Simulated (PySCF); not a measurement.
CHF₂, SMILES F[CH]F (connectivity only; charge and spin as stated), charge +1, multiplicity 1. Heavy atoms are numbered as in [F:1][CH:2][F:3]. Hydrogens are named by the atom that carries them.

Coordinates come from a B3LYP-D3(BJ)/def2-TZVP optimisation. The multiplicity is an assumed one; other spin states were not compared. The isomer is the one that the SMILES or the coordinates give; other isomers of the formula were not compared.

Computed with M06-2X/def2-TZVPD (PySCF).

Mulliken values depend strongly on the basis, most of all with diffuse functions as here. Atomic charges (e), one atom of each kind:

```csv
atom,Mulliken,meta-Löwdin
F1,0.01,-0.03
C2 (CH),0.61,0.81
H on C2,0.37,0.24
```
